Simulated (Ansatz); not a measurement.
Ideal-gas functions of AlBH5NSe (`B[NH][AlH][SeH]`) at 400 K and 1 bar, from an Ansatz frequency run at PBE0-D4/def2-TZVP.

Molar mass 135.8 g/mol, point group Cs (symmetry number 1), electronic degeneracy 1, moments of inertia 28.28, 405.014, 433.292 u Å². Harmonic wavenumbers (cm⁻¹, unscaled): 66, 118, 210, 219, 316, 388, 472, 533, 651, 728, 843, 936, 1021, 1168, 1245, 1373, 1987, 2440, 2552, 2631, 3594.

Use S(trans) = R[1.5 ln M + 2.5 ln T − 1.1517]; rotational temperatures θ = 24.2544 K / I; S(rot) = R[ln(√π/σ · √(T³/θAθBθC)) + 1.5]; for each mode x = 1.438777 ν̃/T, S = R[x/(eˣ − 1) − ln(1 − e⁻ˣ)] and H = RT x/(eˣ − 1); 1 cm⁻¹ = 0.0119627 kJ/mol; R = 8.31446 J/(mol·K).

Task: By hand: the entropy, in J/(mol·K).

Result: Translation 176.2. Rotation: θ = 0.8577, 0.0599, 0.056 K, giving 116.3. Vibration, mode by mode: 20.29, 15.50, 10.84, 10.51, 7.68, 6.19, 4.85, 4.07, 2.91, 2.34, 1.69, 1.29, 1.01, 0.66, 0.52, 0.36, 0.05, 0.01, 0.01, 0.01, 0.00, in all 90.8. Electronic 0.0. Sum 383.3 J/(mol·K).

Task: By hand: H − E and G − E in kJ/mol, counted from the electronic energy.

Result: Zero-point energy ½ × 23491 × 0.0119627 = 140.5; thermal vibration 19.0; translation, rotation and pV give 4 RT = 13.3. H − E = 172.8 kJ/mol, and G − E = 172.8 − 400 × 383.3/1000 = 19.5 kJ/mol.

Vibration gives 24 % of the entropy, 35.8 J/(mol·K) of it from the modes under 150 cm⁻¹: soft modes count most, and the harmonic formula is weakest for them. The sum counts one conformer and one mirror image; others add a mixing term.
